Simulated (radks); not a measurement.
Te3+, configuration [Kr] 4d10 5s0.5 5p2.5 (fractional occupations, a model configuration).

Method: non-relativistic Kohn-Sham, LDA (Slater exchange, Perdew-Wang correlation), spin-unpolarised, spherical densities, point nucleus; relativity is left out, which matters for an element this heavy; computed with a radial shooting solver on a logarithmic mesh with Libxc functionals.

Energy parts (hartree):
total: -6606.04778
kinetic: 6602.54896
electron-nucleus: -15638.24422
Hartree: 2594.19371
exchange-correlation: -164.54623

Orbitals (lengths in bohr, moments of r in powers of bohr; r(90%) holds 90 % of the orbital's charge):
orbital  occ.  eigenvalue (hartree)  r(90%)
1s          2             -1117.047  0.0520
2s          2             -168.2271   0.194
2p          6             -158.0148   0.174
3s          2             -34.33982   0.493
3p          6             -30.06320   0.489
3d         10             -22.09038   0.467
4s          2              -6.76388    1.15
4p          6              -5.28945    1.22
4d         10              -2.78949    1.46
5s        0.5              -1.55786    2.82
5p        2.5              -1.19963    3.21

The highest occupied level is 5p at -32.644 eV. Summed over all electrons, <r^2> = 35.07 bohr^2, which gives a Langevin (diamagnetic) susceptibility term of -27.8 x 10^-6 cm^3/mol. Virial ratio -V/T = 2.00053.
